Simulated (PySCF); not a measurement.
From computed data to an observable: chemical shift, span and skew from a shielding tensor

CH4AlClO, SMILES [CH3][Al]([Cl])[OH]. Atoms are numbered in the order given.

```xyz
8

Al    -0.1065    -0.3917     0.0000
Cl     0.2889     1.6867     0.0000
C      1.3196    -1.6927     0.0000
H      1.9693    -1.5741     0.8833
H      0.9278    -2.7219     0.0000
H      1.9693    -1.5741    -0.8833
O     -1.7263    -0.9027     0.0000
H     -2.5011    -0.3341     0.0000
```

The structure is a stationary point at r2SCAN-D4/def2-SVP. Other conformers were not sampled.

GIAO shieldings from B3LYP/pcSseg-1 in PySCF, non-relativistic, no solvent. The symmetric part of the tensor of C3 has the principal values 189.4, 191.4, 203.5 ppm. The same nucleus in TMS has σ = 181.3 ppm at this level (PySCF, at its B3LYP-D3(BJ)/def2-TZVP geometry). Without spin–orbit terms, shifts of atoms bonded to Cl or Br come out too high.

Q: Work out the isotropic shielding, the ¹³C shift against TMS, the span and the skew.

A: 
σ(iso) = (σ11 + σ22 + σ33)/3 = 194.8 ppm. δ = σ(ref) − σ(iso) = 181.3 − (194.8) = -13.5 ppm.
Span Ω = σ33 − σ11 = 14.1 ppm. Skew κ = 3(σ(iso) − σ22)/Ω = 0.72. Tumbling in solution averages the tensor to δ; in a static solid the shielding alone would spread this spin-1/2 line over Ω.
